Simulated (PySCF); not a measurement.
Geometries of 2 isomers of C3H8O2Si, from PBE0-D3(BJ)/def2-SVP geometry optimisation, gas phase in PySCF. One conformer each, no zero-point energy, no frequencies.

Question: Which is lower in electronic energy at this level?
A.
```xyz
14
angstrom
C     -0.639    1.501   -0.729
C     -0.577    0.274   -0.193
C     -1.750   -0.660   -0.142
Si     1.056   -0.290    0.500
O      2.254    0.836    0.235
O      1.426   -1.691   -0.308
H      0.243    2.148   -0.768
H     -1.567    1.898   -1.160
H     -1.530   -1.584   -0.702
H     -2.658   -0.203   -0.564
H     -1.971   -0.970    0.893
H      0.978   -0.540    1.977
H      2.487    1.396    0.980
H      2.246   -2.129   -0.063
```
B.
```xyz
14
angstrom
O     -2.995    0.247    0.635
C     -1.986    0.198   -0.345
C     -1.023   -0.921   -0.111
C      0.305   -0.790   -0.028
O      0.937    0.397   -0.187
Si     2.586    0.660   -0.019
H     -2.558    0.332    1.489
H     -2.508    0.049   -1.305
H     -1.432    1.152   -0.426
H     -1.442   -1.922    0.029
H      0.946   -1.660    0.168
H      3.032    0.273    1.353
H      2.786    2.113   -0.250
H      3.343   -0.149   -1.021
```

Answer: A. That is `C=C(C)[SiH](O)O`, 53.4 kcal/mol below the other.

| SMILES | atoms numbered as above | E (Eh) | relative (kcal/mol) | relative (kJ/mol) | dipole (D) |
| --- | --- | --- | --- | --- | --- |
| C=C(C)[SiH](O)O | [CH2:1]=[C:2]([CH3:3])[SiH:4]([OH:5])[OH:6] | -558.43370 | 0.0 | 0.0 | 1.80 |
| OC/C=C\O[SiH3] | [OH:1][CH2:2]/[CH:3]=[CH:4]\[O:5][SiH3:6] | -558.34861 | 53.4 | 223.4 | 2.74 |

As drawn, the lower has an Si–C bond, which the higher lacks.
